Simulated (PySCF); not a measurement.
# Bond lengths and vibrations by method: Al2BH3N cation

All numbers below are calculated, not measured. They come from PySCF 2.14.0, an open-source quantum chemistry program, on an isolated molecule that a program drew, which may never have been made. The molecule is Al2BH3N cation (charge +1, singlet), drawn as the SMILES string `[AlH+][N]=[B][AlH2]`.

The geometry was optimised and harmonic frequencies were computed with HF and MP2, all in the cc-pV(D+d)Z basis, for the commonest isotopes, with a restricted reference for singlets and an unrestricted one otherwise, and a frozen core in MP2. Each result is a local minimum of its method.

Geometry at the HF minimum:
```xyz
7
Al2BH3N cation, angstrom
Al   -3.1104   -2.9579   -0.7637
N    -2.7700   -1.5365    0.0539
B    -2.5093   -0.4487    0.6797
Al   -2.0647    1.4041    1.7451
H    -3.4232   -4.2624   -1.5138
H    -1.4873    1.2184    3.1842
H    -2.3724    2.7140    0.9524
```

Lengths of the bonds as drawn, in Å (atoms numbered as above):
```
  bond     HF    MP2
Al1-N2  1.675  1.703
 N2-B3  1.282  1.302
B3-Al4  2.183  2.173
Al1-H5  1.537  1.542
Al4-H6  1.562  1.563
Al4-H7  1.562  1.563
```

Rotational constants, in GHz:
```
constant     HF    MP2
       A  125.3  124.8
       B  1.242  1.224
       C   1.23  1.212
```

Harmonic frequencies in cm^-1, each column in rising order, so a row needn't be the same motion in every method:
```
rank,HF,MP2
1,82,67
2,89,73
3,262,227
4,290,249
5,349,340
6,465,432
7,465,432
8,544,?
9,620,601
10,796,765
11,905,844
12,1913,1817
13,2064,2031
14,2085,2060
15,2183,2132
```

**Estimate the missing MP2 frequency from the HF column.**

A single factor s that minimises the squared misfit of MP2 against s times HF over the other rows is sum(HF x MP2) / sum(HF^2) = 0.9712, with an rms misfit of 24 cm^-1. For rank 8 it gives 0.9712 x 544 = 528 cm^-1. The calculation gives 517 cm^-1, 11 cm^-1 below the estimate. The drawn bonds are on average 0.5 % longer in MP2 than in HF.
